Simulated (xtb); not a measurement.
xtb input:

```bash
xtb mol.xyz --gfn 2 --sp --chrg 0 --uhf 0
```
mol.xyz:
```
5

Cl    -0.95420930    -1.52944422    -1.14156982
Ge     0.00000000    -0.00000000    -0.00000000
Cl     2.08709248    -0.41899485     0.14623583
Cl    -0.28153259     1.88459450    -0.96017687
Cl    -0.85135060     0.06384457     1.95551085
```

**Question.** Predict the final energy.

**Answer.** -20.32251 Eh (GFN2-xTB).
